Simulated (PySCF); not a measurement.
## Radial density of Nb³⁸⁺ (niobium, charge +38)

TPSS, [He] 2s1, 2S determinant. All numbers are calculated (PySCF 2.14, scalar relativity by spin-free X2C-1e, in an even-tempered Gaussian basis (19 s from 15 bohr⁻², ratio 2.2; 8 p from 23 bohr⁻², ratio 2.4; 5 d from 68 bohr⁻², ratio 2.4; 5 f from 100 bohr⁻², ratio 2.4; 4 g from 150 bohr⁻², ratio 2.4)).

```
r (bohr)  4πr²ρ (e/bohr)  4πr²(ρα − ρβ)
  0.0295           43.42         1.2640
  0.0497           21.86         0.0189
  0.0836           7.907         4.1365
   0.141           7.542         7.4389
   0.236           1.767         1.7664
   0.398         0.02603         0.0260
```

Densities and radii are taken from the X2C orbitals without a picture-change correction, which distorts them close to the nucleus.
